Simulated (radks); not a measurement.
Removal energies from the sulfur ion S8+, [He] 2s2 2p4, by Delta-SCF beside the eigenvalue of the level emptied. All-electron calculation, scalar-relativistic Kohn-Sham, PBE, spin-polarised, spherical densities, finite nucleus; Fermi nuclear charge, rms radius of each element as measured or else 0.836 A^(1/3) + 0.57 fm. Program: a radial shooting solver on a logarithmic mesh with Libxc functionals. Open shells are filled with parallel spins first.

removed from,final configuration,Delta-SCF (eV),-eigenvalue (eV)
2p,[He] 2s2 2p3,378.62,353.88
2s,[He] 2s1 2p4,426.16,404.32
1s,1s1 2s2 2p4,2728.1,2643.0
